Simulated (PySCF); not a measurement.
NaI and its ions

RHF-MP2; PySCF, scalar-relativistic core potentials, basis sets Na aug-cc-pVDZ, I aug-cc-pVDZ-PP with ECP28. Neutral (RHF): singlet (closed shell), Re = 2.784 Å, ωe = 239 cm⁻¹, De = 3.26 eV.

NaI⁺ (UHF): doublet (π ↑), Re = 3.211 Å, ωe = 125 cm⁻¹, De = 0.43 eV to Na⁺ + I. The energies at the minima are -456.72963 hartree for NaI and -456.44330 for NaI⁺.

**Question.** Work out the adiabatic ionisation energy, without and with harmonic zero-point energies (1 hartree = 27.2114 eV, 1 eV = 8065.5 cm⁻¹), and the change of the bond length.

**Answer.** At MP2: 0.28633 hartree = 7.791 eV between the minima; the zero-point term (125.0 − 239.0)/2 cm⁻¹ = -0.007 eV makes it 7.784 eV. Re changes by +42.7 pm against the neutral. The electron leaves a π orbital, and the ion is left as a loose complex of an ion and an atom.

NaI⁻ (UHF): doublet (σ ↑), Re = 2.996 Å, ωe = 165 cm⁻¹, De = 0.93 eV to Na + I⁻. The energies at the minima are -456.72963 hartree for NaI and -456.76094 for NaI⁻.

**Question.** Work out the adiabatic electron affinity, without and with harmonic zero-point energies (1 hartree = 27.2114 eV, 1 eV = 8065.5 cm⁻¹), and the change of the bond length.

**Answer.** At MP2: 0.03131 hartree = 0.852 eV between the minima; the zero-point term (239.0 − 165.0)/2 cm⁻¹ = +0.005 eV makes it 0.857 eV. Re changes by +21.2 pm against the neutral. The electron enters a σ orbital, and the longer bond of the ion fits an antibonding orbital, or a change in how ionic the bond is.

Correlated steps freeze 5 core orbitals. Weak bonds: NaI⁺. Basis-set superposition, not corrected here, can be much of De in a small basis, most of all at correlated wavefunction levels. These are scalar-relativistic numbers at best; spin–orbit coupling would shift them, the dissociation energy most. For an ion De counts to the pair picked by the measured ionisation energies or electron affinities, which need not be the lowest pair at this level. Where the molecule has an RHF reference, its open-shell atoms are computed with UHF. States were picked by a PBE0 search and need not be the measured ground states.

Neutral and ion stand on different kinds of reference determinant, which adds to the error of the difference.
